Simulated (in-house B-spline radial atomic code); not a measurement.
O⁴⁺. Computed with a B-spline radial atomic code. Model: all-electron spherical atom, spin shells full or empty, radial basis limit, no spin-orbit coupling, Breit or QED, empty-state partial waves extrapolated as (l+1/2)^-4, RPA, G0W0 and static COHSEX of the highest shell as one setting changes (uncorrelated shells keep exact exchange).

Given: element O; charge 4; filled core He; hamiltonian non-relativistic; mean-field start PBE0; highest l of empty states 9; highest mean-field shell 2s.

Shell: 2s 1 1 (electrons up and down).

```tsv
natural log step of frequency grid	RPA correlation energy (hartree)	G0W0 level (eV)	G0W0 minus most complete (meV)	RPA minus most complete (millihartree)	linearised minus solved G0W0 (meV)
0.25	-0.24257	-113.74	0	0	65.6
0.4	?	?	?	?	?
0.6	?	?	?	?	?
0.9	-0.24259	-113.74	-0.2	0	65.1
1.3	-0.24198	-113.74	-5.4	0.6	72.7
1.8	-0.23908	-113.66	82.9	3.5	61.2
2.5	-0.23587	-113.61	125	6.7	47.1
3.5	-0.21556	-112.92	816.6	27	143.7
```

Task: What follows for natural log step of frequency grid = 0.4?

Result: RPA correlation energy -0.24257 hartree; G0W0 level -113.74 eV; G0W0 minus most complete 0.5 meV; RPA minus most complete 0 millihartree; linearised minus solved G0W0 65.5 meV.

Task: What follows for natural log step of frequency grid = 0.6?

Result: RPA correlation energy -0.24257 hartree; G0W0 level -113.74 eV; G0W0 minus most complete 0.3 meV; RPA minus most complete 0 millihartree; linearised minus solved G0W0 65.6 meV.
